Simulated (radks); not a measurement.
Results of a calculation; reference values are marked as such.
Spherical jellium clusters: N electrons in a uniform positive sphere of charge N and radius rs N^(1/3), rs = 5.56 bohr. Level of theory: non-relativistic Kohn-Sham, LDA (Slater exchange, Perdew-Wang correlation), spin-polarised, spherical densities (a radial shooting solver with Libxc functionals). Levels are named by radial order and angular momentum (1s, 1p, 1d, 2s, ...), and open shells are averaged over m.

N = 19, configuration 1s2 1p6 1d10 2s(up 1, down 0). This is the lowest configuration that the search found. Occupied and some empty levels:

level,occupation,eigenvalue (eV),<r> (bohr)
1s up,1,-3.4606,9.068
1s down,1,-3.3681,9.725
1p up,3,-3.0341,10.84
1p down,3,-2.9991,10.98
1d up,5,-2.5049,11.90
1d down,5,-2.4839,11.93
2s up,1,-2.2799,9.133
2s down,0,-2.0500,9.372
1f up,0,-1.8737,12.77
1f down,0,-1.8556,12.77
2p up,0,-1.4452,11.04
2p down,0,-1.3422,11.46
1g up,0,-1.1585,13.62
1g down,0,-1.1405,13.62

Energy (eV): total -34.2408, kinetic 18.070, external -791.86, Hartree 395.17, exchange-correlation -52.892, background 397.27.
